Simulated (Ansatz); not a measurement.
A run for Ansatz (a quantum-chemistry and plane-wave program): R-wB97M-V/def2-TZVPP on HCl (SMILES Cl).

Ansatz 0.2 input:
```yaml
crystal:
  periodic: [false, false, false]
  atoms:
    - {symbol: Cl, position_ang: [-0.00000000, -0.00000000, 0.64100645]}
    - {symbol: H, position_ang: [0.00000000, 0.00000000, -0.64100645]}
basis:
  gaussian:
    orbitals: def2-TZVPP
hamiltonian:
  xc: {name: wB97M-V}
scf: {lower_state_search: off}
```

Problem. What total energy does the run end on?

Solution. -460.7901 hartree.
